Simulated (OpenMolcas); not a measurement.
## Ta4+ in a point-charge field

Ta4+ among 6 point charges of -1.7 e arranged as an octahedron (Oh), 2.09 Å from the ion.
```
   2.0900    0.0000    0.0000  -1.70
   0.0000    2.0900    0.0000  -1.70
  -2.0900    0.0000    0.0000  -1.70
   0.0000   -2.0900    0.0000  -1.70
   0.0000    0.0000    2.0900  -1.70
   0.0000    0.0000   -2.0900  -1.70
```

```yaml
Program: OpenMolcas 26.06
Method: "SS-CASPT2, IPEA 0.25 Eh, imaginary shift 0.1 Eh (closed shells correlated: 4f 5s 5p)"
Basis: ANO-RCC-VTZP [8s7p5d3f2g1h]
Scalar_Hamiltonian: DKH2, point nucleus
Active_space: 1 electron in 5 orbitals (5d)
State_averaging: 2S+1 = 2 even, 5 roots
Spin-orbit_coupling: RASSI with atomic mean-field integrals over the reference wave functions
```

The lowest spin-free states (labels of O, the rotations of Oh), above the lowest:

```json
{"State": "2T2", "Degeneracy": "3", "E (cm-1)": "0", "Free-ion L (%)": "D (100)"}
{"State": "2E", "Degeneracy": "2", "E (cm-1)": "12430", "Free-ion L (%)": "D (100)"}
```

The lowest levels with spin-orbit coupling:

```tsv
E (cm-1)	Degeneracy	Label	2S+1	g
0	4	Γ8	2	
4570	2	Γ7	2	2.00 2.00 2.00
15210	4	Γ8	2
```

Powder χT (cm3 K/mol): 0.0808 at 2 K, 0.0816 at 10 K, 0.0856 at 50 K, 0.0906 at 100 K, 0.101 at 200 K, 0.11 at 300 K. The effective moment at 300 K is 2.828 √(χT) = 0.94 μB.

The lowest level has 2S+1 = 2, for which the spin-only value is χT = S(S+1) / 2 = 0.375 cm3 K/mol (g = 2). The computed 0.110 at 300 K differs by -0.265, through orbital momentum, spin-orbit coupling and any other state in reach. With a threefold ground state the orbital momentum is unquenched, so the spin-only value is not expected to hold.

The gap between the two states is 10Dq = 12431 cm-1.

An orbital triplet at a regular site is open to Jahn-Teller coupling, which can distort the site and quench the lowest spin-orbit gaps and is left out. This field is weak: 10Dq is about 12431 cm-1, while octahedral complexes of 5d ions of charge 3 and more, computed by the same method with explicit ligands, had a median near 35000 cm-1. Ground spin and moment need not be those of a real site. Free-ion shares, where given, are those of the reference states; single-state CASPT2 does not remix them. Point charges carry no covalency, so the field is a model and not that of real ligands. No measured value stands beside these numbers.

The CASPT2 steps took 3.2 s on 1 thread of Intel(R) Xeon(R) Platinum 8559C (Emerald Rapids) (shared host); the integral step is not counted.
